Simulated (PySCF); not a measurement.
# Sb⁺ (antimony, charge +1) across methods

[Kr] 4d10 5s1 5p3, high-spin 5S determinant (an excited configuration). Calculation: PySCF 2.14, in aug-cc-pVDZ-PP with ECP28MDF (5s4p3d, 32 functions); a scalar-relativistic core potential.

```
 method  E (hartree)  mean ε 4d β (eV)  mean ε 5s α (eV)  mean ε 5p α (eV)  Σ⟨r²⟩ (bohr²)   ⟨S²⟩
   PBE0    -239.6613           -45.433           -24.574           -14.841          46.83  6.002
    M06    -239.6814           -45.703           -23.939           -14.514          47.03  6.001
    UHF   -238.80463           -53.286           -29.701           -17.839          47.35  6.004
r2SCAN0    -239.7347           -46.005           -25.172           -15.129          46.63  6.003
    LDA    -239.2437           -42.415           -22.786           -13.728          46.97  6.001
    PBE    -239.6312           -42.447           -22.604           -13.653          46.92  6.001
   BLYP    -239.5785           -42.360           -22.281           -13.304          47.01  6.001
 r2SCAN    -239.7541           -43.242           -23.431           -14.071          46.62  6.003
```

Task: Estimate the same row for M06-L.

Result: E (hartree) = -239.7910; mean ε 4d β (eV) = -43.345; mean ε 5s α (eV) = -22.665; mean ε 5p α (eV) = -13.534; Σ⟨r²⟩ (bohr²) = 46.98; ⟨S²⟩ = 6.003.

Energies and moments cover only the electrons outside the core potential.
